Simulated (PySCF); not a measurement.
H$_{4}$AlFN$_{2}$, singlet, at a GFN2-xTB geometry (such geometries of metal compounds can be far from the true shape). Base run: M062X/6-31G, TDDFT run with PySCF.

Input for PySCF:
```python
from pyscf import gto, scf, dft, tdscf

mol = gto.M(
    atom='''
Al    0.021610    0.002700   -0.002795
F     1.648312    0.205921   -0.213184
N    -0.523158   -0.696669    1.531988
H    -1.479533   -0.875802    1.794048
H     0.094108   -0.976902    2.281019
N    -1.042868    0.501028   -1.329447
H    -2.048351    0.435068   -1.337770
H    -0.719777    0.898738   -2.200098
''',
    basis='6-31g',
    charge=0,
    spin=0,
    verbose=4,
)

mf = dft.RKS(mol)
mf.xc = 'm062x'
mf.kernel()
td = mf.TDDFT()
td.nstates = 5
td.kernel()
td.analyze()
```

Each row names what was changed in the base input (with any setting that the change needs).

```
change                           first excitation (eV)  oscillator strength of the first  second (eV)  core-seconds (rough)
-------------------------------  ---------------------  --------------------------------  -----------  --------------------
base                                              5.74                             0.000         6.62                   100
functional = b3lyp                                5.26                             0.000         6.09                    40
guess vectors = 13 for 5 states                   5.74                             0.000         6.62                   100
functional = pbe0                                 5.52                             0.000         6.32                    40
nstates = 10                                      5.74                             0.000         6.62                   100
functional = camb3lyp                             5.64                             0.000         6.48                    60
functional = bhandhlyp                            5.98                             0.000         6.81                    30
functional = lc_wpbe                              6.27                             0.000         7.02                    80
conv_tol = 1e-3                                   5.74                             0.000         6.62                    50
functional = hf                                   6.98                             0.000         7.71                     5
```

An iterative solver can miss low states, so a row lists the states that it found.
